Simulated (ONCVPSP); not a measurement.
N (Z = 7): one change to an ONCV potential, before and after

ONCVPSP 4.0.1 input, shortened (lines: element, Z, core and valence counts, functional; n l f; lmax; l rc ep ncon nbas qcut; lloc lpopt rc5 dvloc0; l nproj debl; icmod fcfact rcfact), PBE, fully relativistic:

```
  N 7.00    1    2        4      upf
    1    0    2.00
    2    0    2.00
    2    1    3.00
    2
    0    0.90    0.00    4    8    8.30
    1    1.40    0.00    4    9   12.10
    2    1.45    0.10    4    7    6.90
    4    2    0.70    0.00
    0    2    0.80
    1    3    1.80
    2    2    2.50
    1    0.70    0.00
```

Open shells are filled in proportion to 2j + 1.

All-electron outer shells of the reference configuration (PBE, scalar-relativistic, ld1.x):

```json
{"shell": "1s", "level (eV)": "-384.72", "outermost node (bohr)": "–", "outermost maximum (bohr)": "0.15"}
{"shell": "2s", "level (eV)": "-18.58", "outermost node (bohr)": "0.32", "outermost maximum (bohr)": "1.02"}
{"shell": "2p", "level (eV)": "-7.09", "outermost node (bohr)": "–", "outermost maximum (bohr)": "0.98"}
```

Change: s: qcut 9.8.

Cutoffs: the cutoffs (Ha) at which the residual kinetic energy of the hardest occupied pseudo-wave falls to 1 and 0.1 mHa per electron; they do not see the model core or the augmentation charge, which bear on the density cutoff. Errors are all-electron minus pseudo energies relative to the spin-unpolarised reference configuration.

Question: What does the change do?

Answer: The potential gets softer (36 Ha and 55 Ha → 36 Ha and 45 Ha); the errors of the 4 common tests hardly move; neither file shows a bound ghost.

| quantity | base | changed |
| --- | --- | --- |
| cutoff, loose | 36 Ha | 36 Ha |
| cutoff, tight | 55 Ha | 45 Ha |
| loose cutoff by channel | s 29 Ha, p 36 Ha | s 32 Ha, p 36 Ha |
| bound ghosts | none | none |
| GHOST(+) flags under 300 eV | none | none |
| error for 2s2 2p2, meV [ΔE 13.59 eV] | +5.6 | +5.3 |
| error for 2s2 2p1, meV [ΔE 42.44 eV] | +56 | +53 |
| error for 2s2 2p0, meV [ΔE 89.53 eV] | +255 | +246 |
| error for 2s1 2p3, meV [ΔE 25.37 eV] | +0.5 | +0.3 |
| s: phases at 0.91 bohr within 0.05 rad from the reference energy up to (Ha; the scan ends near 5) | to the end of the scan | to the end of the scan |
| p3/2: phases at 1.42 bohr within 0.05 rad from the reference energy up to (Ha; the scan ends near 5) | to the end of the scan | to the end of the scan |
| p1/2: phases at 1.42 bohr within 0.05 rad from the reference energy up to (Ha; the scan ends near 5) | to the end of the scan | to the end of the scan |
| d5/2: phases at 1.48 bohr within 0.05 rad from the reference energy up to (Ha; the scan ends near 5) | to the end of the scan | to the end of the scan |
| d3/2: phases at 1.48 bohr within 0.05 rad from the reference energy up to (Ha; the scan ends near 5) | to the end of the scan | to the end of the scan |
| rms error of d²Exc/dni dnj with the model core, mHa | 6.95 | 7.02 |
